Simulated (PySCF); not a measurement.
# Correlation energy of Cl (chlorine, neutral)

[Ne] 3s1 3p6, 2S determinant (an excited configuration). Calculation: PySCF 2.14, in x2c-QZVPPall with one added diffuse shell each of s, p, d, f type (10s7p5d3f1g, 86 functions); the spin-free X2C one-electron Hamiltonian (Gaussian nucleus). Frozen: 1s2; 15 electrons correlated.

MP2 pair energies summed by pair of shells (mhartree):

```json
{"pair": "3p-3p", "energy": "-238.37", "share (%)": "52.5"}
{"pair": "2p-2p", "energy": "-100.83", "share (%)": "22.2"}
{"pair": "2p-3p", "energy": "-36.46", "share (%)": "8.0"}
{"pair": "2s-2p", "energy": "-29.20", "share (%)": "6.4"}
{"pair": "3s-3p", "energy": "-28.98", "share (%)": "6.4"}
{"pair": "2s-2s", "energy": "-6.64", "share (%)": "1.5"}
{"pair": "2s-3p", "energy": "-6.28", "share (%)": "1.4"}
{"pair": "2p-3s", "energy": "-5.83", "share (%)": "1.3"}
{"pair": "2s-3s", "energy": "-1.09", "share (%)": "0.2"}
```

Total MP2 correlation energy: -453.67 mhartree.

Same-spin part -108.37 and opposite-spin part -345.30 mhartree; SCS-MP2 scales them by 1/3 and 6/5 to -450.48 mhartree.

This basis was not built for core-valence correlation, so the inner-shell part is incomplete.
